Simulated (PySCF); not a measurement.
C₂H₈N₂OSi.
Z-matrix (Å and degrees, PBE0-D3(BJ)/def2-SVP geometry), rows numbered from 1:
```
N 
Si  1  1.7159
N   2  1.7163  1  109.75
C   2  1.9156  1  101.70  3   122.82
C   4  1.4849  2  110.87  1    60.03
O   5  1.2094  4  124.32  2   -71.61
H   1  1.0127  2  122.27  3    63.83
H   1  1.0178  2  116.98  3  -149.94
H   2  1.4997  1  119.07  3  -119.78
H   3  1.0117  2  121.97  1  -154.47
H   3  1.0127  2  121.87  1    48.87
H   4  1.1029  2  104.22  1   -57.59
H   4  1.0996  2  110.00  1  -175.46
H   5  1.1214  4  115.85  2   105.70
```

Jobs on this species (14 atoms, 56 electrons) with PySCF (density fitting). Hardware of each: Arm Neoverse V1, one thread (shared host). Other jobs ran on the host; a repeat could differ by tens of per cent or more. Peak memory is the resident size of the whole Python process, interpreter and libraries included.

```json
{"level and settings": "delta-SCF UKS SCAN, pcX-2 on the ionised atom, pcseg-1 elsewhere, non-relativistic", "work": "ΔSCF core ionisation, 6 holes", "basis functions": "170", "SCF cycles": "?", "wall time": "?", "peak memory": "?"}
{"level and settings": "delta-SCF UKS SCAN, pcX-2 on the ionised atom, pcseg-1 elsewhere, spin-free X2C", "work": "ΔSCF core ionisation, 6 holes", "basis functions": "170", "SCF cycles": "?", "wall time": "?", "peak memory": "?"}
{"level and settings": "delta-SCF UKS PBE, pcX-2 on the ionised atom, pcseg-1 elsewhere, spin-free X2C", "work": "ΔSCF core ionisation, 6 holes", "basis functions": "170", "SCF cycles": "103", "wall time": "26 s", "peak memory": "0.60 GiB"}
{"level and settings": "delta-SCF UKS SCAN, def2-TZVP on the ionised atom, pcseg-1 elsewhere, spin-free X2C", "work": "ΔSCF core ionisation, 6 holes", "basis functions": "147", "SCF cycles": "102", "wall time": "40 s", "peak memory": "0.56 GiB"}
{"level and settings": "delta-SCF UKS PBE0, pcX-2 on the ionised atom, pcseg-1 elsewhere, spin-free X2C", "work": "ΔSCF core ionisation, 6 holes", "basis functions": "170", "SCF cycles": "92", "wall time": "49 s", "peak memory": "0.67 GiB"}
{"level and settings": "delta-SCF UKS SCAN, pcX-1 on the ionised atom, pcseg-1 elsewhere, spin-free X2C", "work": "ΔSCF core ionisation, 6 holes", "basis functions": "150", "SCF cycles": "104", "wall time": "36 s", "peak memory": "0.56 GiB"}
{"level and settings": "PBE0-D3(BJ)/def2-SVP, grid level 1", "work": "geometry optimisation from a GFN2-xTB start shaken at random", "basis functions": "128", "SCF cycles": "143", "wall time": "2.0 min", "peak memory": "0.50 GiB"}
{"level and settings": "delta-SCF UKS B3LYP, pcX-2 on the ionised atom, pcseg-1 elsewhere, spin-free X2C", "work": "ΔSCF core ionisation, 6 holes", "basis functions": "170", "SCF cycles": "95", "wall time": "51 s", "peak memory": "0.67 GiB"}
```

Task: Fill in the missing figures.

Result: 
- delta-SCF UKS SCAN, pcX-2 on the ionised atom, pcseg-1 elsewhere, non-relativistic; ΔSCF core ionisation, 6 holes: 41 s, 0.62 GiB, 104 SCF cycles
- delta-SCF UKS SCAN, pcX-2 on the ionised atom, pcseg-1 elsewhere, spin-free X2C; ΔSCF core ionisation, 6 holes: 43 s, 0.60 GiB, 106 SCF cycles

Task: What do all jobs in the table cost together?

Result: About 6.8 min; the longest takes about 30 % of that, and about 4.6 times as long as the shortest.
